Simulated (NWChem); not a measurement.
System meant: As anion, triplet

The following NWChem deck was run.

```
start job
memory heap 200 mb stack 900 mb global 1100 mb
charge -1
geometry units angstroms noautoz
  As     0.000000     0.000000     0.000000
end
basis spherical
  * library def2-svp
end
dft
  odft
  mult 4
  xc pbe0
  iterations 150
  mulliken
end
task dft energy
```

End of the output:

```
            Nuclear Dipole moment (a.u.)
            ----------------------------
        X                 Y               Z
 ---------------- ---------------- ----------------
     0.0000000000     0.0000000000     0.0000000000

            XYZ format geometry
            -------------------
     1
 geometry
 As                    0.00000000     0.00000000     0.00000000

 Summary of "ao basis" -> "" (spherical)
 ------------------------------------------------------------------------------
       Tag                 Description            Shells   Functions and Types
 ---------------- ------------------------------  ------  ---------------------
 *                          def2-svp                  on all atoms

                                 NWChem DFT Module
                                 -----------------

 Summary of "ao basis" -> "ao basis" (spherical)
 ------------------------------------------------------------------------------
       Tag                 Description            Shells   Functions and Types
 ---------------- ------------------------------  ------  ---------------------
 As                         def2-svp                12       32   5s4p3d

 Summary of "ao basis" -> "ao basis" (spherical)
 ------------------------------------------------------------------------------
       Tag                 Description            Shells   Functions and Types
 ---------------- ------------------------------  ------  ---------------------
 As                         def2-svp                12       32   5s4p3d

  number of electrons :                   34
  multiplicity        :                    4
 ------------------------------------------------------------------------
  no. of electrons and multiplicity not compatible                  34
 ------------------------------------------------------------------------
 ------------------------------------------------------------------------
  current input line :
    17: task dft energy
 ------------------------------------------------------------------------
 ------------------------------------------------------------------------
 There is an error in the input file
 ------------------------------------------------------------------------
 For more information see the NWChem manual at https://nwchemgit.github.io

0: no. of electrons and multiplicity not compatible:Received an Error in Communication
```

Can this run be used? If not, why, and what is the fix?

The input was rejected before any calculation. Cause: the multiplicity doesn't fit the number of electrons (an even count wants an odd multiplicity, and the reverse). This input runs:
```
start job
memory heap 200 mb stack 900 mb global 1100 mb
charge -1
geometry units angstroms noautoz
  As     0.000000     0.000000     0.000000
end
basis spherical
  * library def2-svp
end
dft
  odft
  mult 3
  xc pbe0
  iterations 150
  mulliken
end
task dft energy
```
It converges to -2235.26385 Ha (PBE0/def2-SVP, spin-unrestricted).
